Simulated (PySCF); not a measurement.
Computed IR spectrum (relative IR intensity) of a molecule C2H7ClSi2. The structure is a stationary point at PBE-D3(BJ)/def2-SVP. One conformer was computed; it need not be the lowest. Calculation: PBE-D3(BJ)/def2-SVP (PySCF). Frequencies are harmonic and unscaled.

Lines under 2 % of the strongest are left out, and lines within 2 cm⁻¹ are merged.

ν (cm⁻¹): 198 (vw), 392 (vw), 432 (w), 542 (s), 610 (w), 624 (w), 660 (w), 694 (vs), 733 (vs), 761 (m), 832 (s), 897 (s), 976 (w), 1138 (vw), 1368 (w), 1377 (vw), 2144 (vs), 2149 (s), 2166 (vs), 2986 (w), 2988 (w), 3044 (w), 3054 (w) (against the strongest line: vs over 80 %, s over 45 %, m over 15 %, w over 4 %, vw less)

Task: Pick the molecule that these values belong to.
A. C=C(Cl)[SiH2][SiH3]
B. C=C([SiH3])[SiH2]Cl
C. [SiH3][SiH2]/C=C/Cl
D. Cl[Si@@H]1CC[SiH2]1

Result: D, Cl[Si@@H]1CC[SiH2]1
